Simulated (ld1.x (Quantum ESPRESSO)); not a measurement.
**Ranking TM potentials for silver (Ag)**

All share these settings but for the change named:

silver, norm-conserving Troullier–Martins (Kleinman–Bylander form), made with ld1.x (Quantum ESPRESSO) 7.5 (PBEsol, fully relativistic). Core [Ar] 3d10 4s2, reference 4p6 4d10 5s1 5p0. Waves: 4p (bound): rc 1.35 bohr; 4d (bound): rc 1.80 bohr; 5s (bound): rc 2.05 bohr. Local part: the s channel. Core correction: none.

Open shells are filled in proportion to 2j + 1 (rel_dist='average').

Test errors are all-electron minus pseudo excitation energies from the reference, over 4p6 4d10 5s0 5p0; 4p6 4d9 5s0 5p0; 4p6 4d8 5s0 5p0; 4p6 4d10 5s0.5 5p0; 4p6 4d7 5s0 5p0; 4p6 4d9 5s2 5p0; 4p6 4d10 5s0 5p1. None of these files shows a bound ghost.

The base gives 950.0 meV.

Of 7 variants that were run, those that failed, showed a ghost or another fault, or gave nearly equal values are left out.

A variant can come out equal or close to the base, since the largest error may sit in a test that the change hardly touches while other tests move.

Problem. Rank these variants by their largest absolute test error, smallest first.
A. wave 5s (bound): rc 2.05 bohr becomes 5s (bound): rc 2.82 bohr
B. wave 5s (bound): rc 2.05 bohr becomes 5s (bound): rc 2.06 bohr
C. wave 5s (bound): rc 2.05 bohr becomes 5s (bound): rc 3.10 bohr

Solution. B (950.0 meV), A (1072.8 meV), C (1267.1 meV).
